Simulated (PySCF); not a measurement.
Species: C4H13PSi2.
Geometry (PBE0-D3(BJ)/def2-SVP, Å), atoms numbered from 1 in this order:
```xyz
20
C4H13PSi2 angstrom
C     -2.2303   -0.1128   -1.9931
C     -2.3133    0.4087   -0.7616
C     -3.6238    0.8131   -0.1475
Si    -0.7599    0.6795    0.2674
P      1.0301   -0.2528   -0.7497
Si     2.5704    0.3951    0.7766
C      4.1913   -0.4908    0.4374
H     -3.1243   -0.2670   -2.6106
H     -1.2723   -0.4017   -2.4378
H     -4.4674    0.6271   -0.8301
H     -3.6287    1.8844    0.1159
H     -3.8123    0.2614    0.7888
H     -0.4836    2.1457    0.4073
H     -0.9764    0.1427    1.6497
H      0.8240   -1.5531   -0.1923
H      2.7305    1.8721    0.6034
H      2.1222    0.1407    2.1832
H      4.0765   -1.5791    0.5553
H      4.9706   -0.1504    1.1368
H      4.5323   -0.2897   -0.5892
```

The closed-shell ground state was solved at several levels (PySCF, density fitting, gas phase, non-relativistic).

```csv
level,basis functions,total energy (Eh),HOMO (eV),LUMO (eV),gap (eV),dipole (D)
CAM-B3LYP/def2-SVPD,256,-1080.1080,-8.40,0.85,9.25,0.58
PBE0/pcSseg-1,205,-1079.9607,-7.23,-0.23,7.00,0.78
```

**Question.** What might KT3/pcSseg-1 (205 basis functions) give for the same quantities?

**Answer.** Total energy -1090.3352 Eh, HOMO -6.21 eV, LUMO -1.15 eV, gap 5.06 eV, dipole 0.69 D.

**Question.** Over all these levels, which gives the widest orbital gap and which the narrowest?

**Answer.** CAM-B3LYP/def2-SVPD (range-separated hybrid) has the widest, 9.25 eV, and KT3/pcSseg-1 (GGA) the narrowest, 5.06 eV. Functional and basis both differ between the two, so the spread mixes both effects.

**Question.** How far do the dipole and the HOMO energy spread over the levels?

**Answer.** The dipole runs from 0.58 to 0.78 D (mean 0.68 D) and the HOMO from -8.40 to -6.21 eV.

One conformer stands for the species.
